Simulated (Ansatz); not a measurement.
ClH4O2ScSi (`[OH][Sc]([Cl])[O][SiH3]`) at its PBE0-D4/def2-TZVP geometry, where that method's forces vanish. Charge 0, multiplicity 1.

```
atom   x (Å)   y (Å)   z (Å)
  O1  -2.239  -0.701   1.537
 Sc2  -0.432  -0.341   1.494
 Cl3   0.863  -0.421   3.414
  O4   0.371   0.098  -0.142
 Si5   1.005   0.472  -1.600
  H6  -3.175  -0.873   1.476
  H7   0.272   1.621  -2.198
  H8   2.440   0.840  -1.463
  H9   0.896  -0.694  -2.518
```

For each bond, give half the difference of the two atoms' forces along it (eV/Å; positive pushes the atoms apart) under PBE-D4, r2SCAN-D4, B3LYP-D4, ωB97M-V in def2-TZVPP. (Estimate.)

Computed: 
```
   bond  length (Å)  PBE-D4  r2SCAN-D4  B3LYP-D4  ωB97M-V
 O1–Sc2       1.843   -0.01       0.12      0.19     0.15
  O1–H6       0.953    0.34      -0.04     -0.10    -0.15
Sc2–Cl3       2.317   -0.03      -0.01      0.05     0.04
 Sc2–O4       1.875   -0.10       0.08      0.04     0.06
 O4–Si5       1.633    0.34       0.00      0.09     0.11
 Si5–H7       1.488    0.01      -0.03     -0.09    -0.14
 Si5–H8       1.487    0.01      -0.03     -0.09    -0.14
 Si5–H9       1.488    0.01      -0.03     -0.09    -0.14
```

B3LYP here is the variant with VWN-RPA as its local correlation; programs differ in this.
